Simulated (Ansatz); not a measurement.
```xyz
11

F     3.039    1.067   -0.079
In    1.327    1.091    0.823
Cl    0.932    2.326    2.718
O    -0.139    1.389   -0.656
C    -0.918    0.481   -1.068
C    -0.997   -0.843   -0.650
C    -0.208   -1.436    0.330
O     0.712   -0.911    1.021
H    -1.614    0.797   -1.854
H    -1.738   -1.468   -1.131
H    -0.396   -2.494    0.545
```

Charge 0, multiplicity 1. In: def2 effective core potential.

(1) List the r2SCAN/def2-TZVPP orbital energies in eV (Ansatz 0.2.0). (Estimate.)

## Answers

(1) Computed: Occupied: -2753.15, -664.63, -517.25, -517.25, -276.43, -276.43, -273.86, -254.51, -193.06, -192.91, -192.90, -126.31, -82.96, -82.85, -82.79, -29.05, -28.83, -28.53, -21.51, -21.25, -20.48, -20.20, -20.20, -20.06, -19.54, -17.72, -15.62, -14.03, -13.28, -12.38, -11.76, -11.74, -10.84, -10.36, -9.42, -9.14, -8.87, -8.55, -8.10, -7.98, -7.60, -7.21. Lowest empty: -3.42, -2.43, 0.23, 0.25, 0.65, 1.16, 1.41, 1.96.
